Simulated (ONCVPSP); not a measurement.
## PBEsol ONCV dataset for Ga, scalar-relativistic all-electron reference.

* Element: Ga
* Generator: ONCVPSP 4.0.1
* Type: optimised norm-conserving Vanderbilt (ONCV)
* Functional: PBEsol
* Relativity: scalar-relativistic
* Frozen core: [Ar] 3d10
* Valence charge: 3
* Reference configuration: 4s1 4p2
* Partial waves: 4s: rc 2.00 bohr, ncon 4, nbas 7, qcut 2.6 1/bohr, 2 projectors, debl 1 Ha; 4p: rc 2.00 bohr, ncon 5, nbas 9, qcut 3.2 1/bohr, local; d scattering state at 0.39 Ha: rc 2.55 bohr, ncon 3, nbas 6, qcut 3.8 1/bohr, 1 projector
* Local potential: the p channel
* Core correction: none

Poles of the logarithmic derivatives, all-electron (AE) and pseudo (PS). s: poles at 1.2 (AE) and 1.2 (PS) Ha. p: poles at 1.9 (AE) and 1.7 (PS) Ha. d: poles at -0.8, 1.7 (AE) and 1.7 (PS) Ha. Test radii: s 2.03, p 2.03, d 2.59 bohr.

- Cutoffs needed: 24 Ha and 30 Ha (the cutoffs (Ha) at which the residual kinetic energy of the hardest occupied pseudo-wave falls to 1 and 0.1 mHa per electron)
- Ghost test: no bound ghost flagged; GHOST(+) flagged for s at 134.3 eV
- Largest excitation error: +27 meV (all-electron minus pseudo) for 4s0 4p3, out of 4 test configurations
